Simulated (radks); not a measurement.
The numbers below are computed, except where a source is named.
Q: Ionisation of Sr, [Kr] 5s2, to Sr+, [Kr] 5s1, under several functionals. Scalar-relativistic Kohn-Sham, spin-polarised, spherical densities, finite nucleus; open shells are filled with parallel spins first (spin-orbit coupling, left out, can overturn this in heavy ions); a radial shooting solver on a logarithmic mesh with Libxc functionals. Known Delta-SCF values: BP86 5.826 eV; exchange-only PBE 5.077 eV. What does LDA (Slater exchange, Perdew-Zunger correlation) give, and what is its highest occupied eigenvalue?

A: 5.887 eV by Delta-SCF; the 5s eigenvalue is -3.646 eV. NIST: 5.695 eV (measured).
